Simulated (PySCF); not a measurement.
## Nuclear quadrupole coupling in `Cc1cc(C=O)cnn1`

Compound: C6H6N2O.
Z-matrix (Å and degrees, GFN2-xTB geometry), rows numbered from 1:
```
C 
C   1  1.4912
C   2  1.4004  1  121.73
C   3  1.3868  2  117.55  1  -179.95
C   4  1.4750  3  121.47  2   179.97
O   5  1.2014  4  124.56  3     0.01
C   4  1.4032  3  116.56  2    -0.03
N   7  1.3147  4  122.43  3    -0.01
N   8  1.2986  7  120.68  4     0.05
H   1  1.0885  2  110.12  3   -59.56
H   1  1.0858  2  109.61  3   179.97
H   1  1.0886  2  110.16  3    59.43
H   3  1.0804  2  122.01  1     0.07
H   5  1.1073  4  113.70  3  -180.00
H   7  1.0811  4  121.65  3  -179.96
```

Field gradients from the PBE0/pcSseg-1 density (PySCF, non-relativistic), principal values in atomic units, ordered |Vxx| ≤ |Vyy| ≤ |Vzz|:

| atom | Vxx | Vyy | Vzz |
| --- | --- | --- | --- |
| O6 | 0.4387 | 1.6037 | -2.0424 |
| N8 | 0.5422 | 0.7846 | -1.3268 |
| N9 | 0.5355 | 0.7732 | -1.3087 |

Question: Find the asymmetry η = (Vxx − Vyy)/Vzz and the couplings χ = eQV/h (234.96 MHz × Q in barn × V in au), with Q(17O) = −0.0256 b, Q(14N) = 0.02044 b.

Answer: 
```tsv
atom	environment	nucleus	η	χzz (MHz)	χxx (MHz)	χyy (MHz)
O6	aldehyde oxygen	17O	0.57	12.29	-2.64	-9.65
N8	pyridine-type nitrogen	14N	0.18	-6.37	2.60	3.77
N9	pyridine-type nitrogen	14N	0.18	-6.29	2.57	3.71
```

Question: What is Vzz at N8 in SI units (1 au = 9.71736 × 10²¹ V/m²)?

Answer: -1.3268 au = -12.893 × 10²¹ V/m².

Question: And the gradient at the other heavy atoms, for which no coupling is worked out here?

Answer: 
| atom | environment | Vzz (au) | η |
| --- | --- | --- | --- |
| C1 | benzylic-type carbon | 0.096 | 0.70 |
| C2 | substituted aromatic carbon | 0.364 | 0.25 |
| C3 | aromatic CH carbon | 0.415 | 0.04 |
| C4 | substituted aromatic carbon | 0.345 | 0.24 |
| C5 | aldehyde carbon | 0.531 | 0.09 |
| C7 | aromatic CH next to a ring nitrogen | 0.347 | 0.24 |

Question: What couplings would deuterons (Q(2H) = 0.00286 b) have in place of the hydrogens, at this geometry?

Answer: 
| atom | bonded to | bond length (Å) | Vzz (au) | η | χzz (kHz) |
| --- | --- | --- | --- | --- | --- |
| H10 | C1 | 1.089 | 0.3114 | 0.03 | 209 |
| H11 | C1 | 1.086 | 0.3122 | 0.02 | 210 |
| H12 | C1 | 1.089 | 0.3112 | 0.03 | 209 |
| H13 | C3 | 1.080 | 0.3183 | 0.03 | 214 |
| H14 | C5 | 1.107 | 0.2679 | 0.03 | 180 |
| H15 | C7 | 1.081 | 0.3186 | 0.06 | 214 |

Geometry: GFN2-xTB, one conformer, isolated molecule. GFN2-xTB bond lengths can be off by several hundredths of an ångström, more for odd bonds, and the gradients follow them. With so small a basis the couplings can be 20 % off.
